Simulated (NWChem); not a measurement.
Program: NWChem. System: H$_{6}$NSi$_{2}$, charge 0, spin multiplicity 2, at a geometry optimised with UB3LYP/def2-SVP. The structure started from a generated list of species. Its SCF solution wasn't tested for a lower state. Level: G0W0@UHF/def2-TZVP, RI basis def2-tzvp-rifit.

NWChem printed:

```
             Northwest Computational Chemistry Package (NWChem) 7.3.0
             --------------------------------------------------------

                                NWChem Input Module
                                -------------------

 Scaling coordinates for geometry "geometry" by  1.889725989
 (inverse scale =  0.529177249)

 Turning off AUTOSYM since
 SYMMETRY directive was detected!

                             Geometry "geometry" -> ""
                             -------------------------

 Output coordinates in angstroms (scale by  1.889725989 to convert to a.u.)

  No.       Tag          Charge          X              Y              Z
 ---- ---------------- ---------- -------------- -------------- --------------
    1 Si                  14.0000     1.65207900     0.00000000    -0.07391200
    2 N                    7.0000     0.00000000     0.00000000     0.45220700
    3 Si                  14.0000    -1.65207900     0.00000000    -0.07391200
    4 H                    1.0000     2.29919000    -1.21704600     0.50334600
    5 H                    1.0000     1.87219000     0.00000000    -1.55464800
    6 H                    1.0000     2.29919000     1.21704600     0.50334600
    7 H                    1.0000    -2.29919000     1.21704600     0.50334600
    8 H                    1.0000    -2.29919000    -1.21704600     0.50334600
    9 H                    1.0000    -1.87219000     0.00000000    -1.55464800

 Effective nuclear repulsion energy (a.u.)     142.6290379869

            Nuclear Dipole moment (a.u.)
            ----------------------------
        X                 Y               Z
 ---------------- ---------------- ----------------
     0.0000000000     0.0000000000     0.0000018897

      Symmetry information
      --------------------

 Group name             C2v
 Group number             16
 Group order               4
 No. of unique centers     4

      Symmetry unique atoms

     1    2    4    5


 Summary of "ao basis" -> "" (spherical)
 ------------------------------------------------------------------------------
       Tag                 Description            Shells   Functions and Types
 ---------------- ------------------------------  ------  ---------------------
 *                         def2-tzvp                  on all atoms

 new library libraries.bse/

 Summary of "ri basis" -> "" (spherical)
 ------------------------------------------------------------------------------
[...]
           0.000000000000         679.004465480002           0.000000000000
           0.000000000000           0.000000000000         668.022139529630

     Multipole analysis of the density
     ---------------------------------

     L   x y z        total         alpha         beta         nuclear
     -   - - -        -----         -----         ----         -------
     0   0 0 0     -0.000000    -21.000000    -20.000000     41.000000

     1   1 0 0      0.000000     -0.000000      0.000000      0.000000
     1   0 1 0     -0.000000     -0.000000     -0.000000      0.000000
     1   0 0 1     -0.261671     -0.561235      0.299563      0.000002

     2   2 0 0    -26.753832   -201.091967   -199.114880    373.453014
     2   1 1 0     -0.000000      0.000000     -0.000000      0.000000
     2   1 0 1      0.000000     -0.000000      0.000000      0.000000
     2   0 2 0    -26.919350    -25.028408    -23.048797     21.157856
     2   0 1 1      0.000000      0.000000     -0.000000      0.000000
     2   0 0 2    -28.620955    -28.006567    -27.153435     26.539048

 Task  times  cpu:       21.3s     wall:       21.3s

                                NWChem Input Module
                                -------------------

                                 NWChem GW Module
                                 ----------------

                             ***********************
                             ***        GW       ***
                             ***********************

 Summary of "ri basis" -> "ri basis" (spherical)
 ------------------------------------------------------------------------------
       Tag                 Description            Shells   Functions and Types
 ---------------- ------------------------------  ------  ---------------------
 Si                     def2-tzvp-rifit             29      113   9s7p6d5f2g
 N                      def2-tzvp-rifit             22       76   8s6p4d3f1g
 H                      def2-tzvp-rifit              7       15   4s2p1d

                 Memory Information
                 ------------------
          Available GA per process is          1699.7 MBs
          Available stack per process is        700.0 MBs
          Available heap per process is         199.9 MBs

          Peak memory in Initialization
              Peak GA per process is                 20.3 MBs
              Peak stack per process is               0.2 MBs
              Peak heap per process is               20.7 MBs
              Memory not in MA per process            0.0 MBs

          Peak memory in AFF Calculation
              Peak GA per process is                219.7 MBs
              Peak stack per process is             186.2 MBs
              Peak heap per process is                0.1 MBs
              Memory not in MA per process          186.2 MBs

          Computing 2-center integrals
          Computing Inverse Cholesky factor
          Computing 3-center integrals
          Computing V_xc ...
          Computing Sigma_x
          Computing RPA polarizability
          Solving quasiparticle equations

                  Alpha Orbitals
          State     Energy (eV)     Error (eV)
          -----------------------------------
@GW        18        -13.113           0.002
@GW        19        -12.824           0.002
@GW        20        -11.667           0.004
@GW        21        -11.042           0.004
@GW        22          2.094           0.005
@GW        23          3.213           0.004

                   Beta Orbitals
          State     Energy (eV)     Error (eV)
          -----------------------------------
@GW        17        -13.191           0.004
@GW        18        -12.912           0.004
@GW        19        -12.692           0.002
@GW        20        -10.370           0.003
@GW        21         -0.948           0.004
@GW        22          2.201           0.005

   Applying   0.5730 eV scissor-shift to rest of particle states

   Applying  -0.7243 eV scissor-shift to rest of hole states

   Applying   0.4924 eV scissor-shift to rest of particle states

   Applying  -1.9166 eV scissor-shift to rest of hole states

     GW Timing Statistics
   ------------------------
   Init.   :          0.1s
     ERIs  :          3.8s
     Distr.:          0.0s
     Vxc   :          1.8s
   Sigma_x :          0.0s
   RPA     :         43.5s
   Wmn     :          0.3s
   Sigma_c :          0.4s
   GW total:         49.9s

 Task  times  cpu:       49.9s     wall:       49.9s

 Total times  cpu:       71.3s     wall:       71.3s
```

**Question.** Write an NWChem input that would produce this output.

**Answer.** One answer among several that fit: 
```
start mol
memory heap 200 mb stack 700 mb global 1700 mb
geometry units angstroms nocenter noautoz
  Si     1.652079     0.000000    -0.073912
  N      0.000000     0.000000     0.452207
  Si    -1.652079     0.000000    -0.073912
  H      2.299190    -1.217046     0.503346
  H      1.872190     0.000000    -1.554648
  H      2.299190     1.217046     0.503346
  H     -2.299190     1.217046     0.503346
  H     -2.299190    -1.217046     0.503346
  H     -1.872190     0.000000    -1.554648
  symmetry group C2v
end
basis spherical
  * library def2-tzvp
end
basis "ri basis" bse spherical
  * library def2-tzvp-rifit
end
dft
  xc hfexch
  odft
  mult 2
  iterations 100
  direct
  tolerances tight
end
task dft energy
gw
  states alpha occ 4 vir 2
  states beta occ 4 vir 2
end
task dft gw
```
